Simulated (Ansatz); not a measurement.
Ideal-gas functions of Cl3FOW (`[O]=[W]([F])([Cl])([Cl])[Cl]`) at 500 K and 1 bar, from an Ansatz frequency run at PBE0-D4/def2-TZVP.

Molar mass 325.2 g/mol, point group Cs (symmetry number 1), electronic degeneracy 1, moments of inertia 311.133, 418.542, 576.424 u Å². Harmonic wavenumbers (cm⁻¹, unscaled): 56, 157, 169, 184, 254, 277, 284, 356, 403, 412, 671, 1091.

Use S(trans) = R[1.5 ln M + 2.5 ln T − 1.1517]; rotational temperatures θ = 24.2544 K / I; S(rot) = R[ln(√π/σ · √(T³/θAθBθC)) + 1.5]; for each mode x = 1.438777 ν̃/T, S = R[x/(eˣ − 1) − ln(1 − e⁻ˣ)] and H = RT x/(eˣ − 1); 1 cm⁻¹ = 0.0119627 kJ/mol; R = 8.31446 J/(mol·K).

Problem. By hand: the entropy, in J/(mol·K).

Solution. Translation 191.7. Rotation: θ = 0.078, 0.0579, 0.0421 K, giving 130.4. Vibration, mode by mode: 23.50, 14.99, 14.39, 13.70, 11.10, 10.42, 10.22, 8.47, 7.53, 7.37, 4.03, 1.55, in all 127.3. Electronic 0.0. Sum 449.4 J/(mol·K).

Problem. By hand: H − E and G − E in kJ/mol, counted from the electronic energy.

Solution. Zero-point energy ½ × 4314 × 0.0119627 = 25.8; thermal vibration 30.4; translation, rotation and pV give 4 RT = 16.6. H − E = 72.8 kJ/mol, and G − E = 72.8 − 500 × 449.4/1000 = -151.9 kJ/mol.

Vibration gives 28 % of the entropy, 23.5 J/(mol·K) of it from the mode under 150 cm⁻¹: soft modes count most, and the harmonic formula is weakest for them.
